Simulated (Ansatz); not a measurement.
Ansatz (a quantum-chemistry and plane-wave program) input:
A basis named .json is the Basis Set Exchange file of that set.

Ansatz 0.2 input:
```yaml
crystal:
  periodic: [false, false, false]
  atoms:
    - {symbol: C, position_ang: [2.07542733, 0.84938906, -0.02470499]}
    - {symbol: C, position_ang: [1.17813640, -0.33510109, -0.13244429]}
    - {symbol: C, position_ang: [-0.10918838, -0.03168648, -0.84696193]}
    - {symbol: C, position_ang: [-1.34040597, -0.05003086, -0.34138021]}
    - {symbol: C, position_ang: [-1.75266528, -0.38767215, 1.05764487]}
    - {symbol: H, position_ang: [1.65950491, 1.84162803, 0.08313920]}
    - {symbol: H, position_ang: [3.14696199, 0.72976133, 0.05886137]}
    - {symbol: H, position_ang: [0.96984275, -0.74117639, 0.86727997]}
    - {symbol: H, position_ang: [1.70391315, -1.13911239, -0.66139824]}
    - {symbol: H, position_ang: [0.00678815, 0.25253439, -1.88867149]}
    - {symbol: H, position_ang: [-2.15632028, 0.20959993, -1.01024475]}
    - {symbol: H, position_ang: [-0.90773383, -0.61346549, 1.70633043]}
    - {symbol: H, position_ang: [-2.30673478, 0.44222849, 1.50569983]}
    - {symbol: H, position_ang: [-2.42404669, -1.25138892, 1.06608309]}
basis:
  gaussian:
    orbitals: cc-pwCVTZ.json
magnetization: {spin_polarized: true, initial_magnetization: 1}
correlation: {method: ccsd_t, frozen_orbitals: {C: 0, H: 0}}
```

### Question
Predict the final energy.

### Answer
-195.74353 Eh (CCSD(T,full)/cc-pwCVTZ).

It need not be the lowest isomer of its formula.
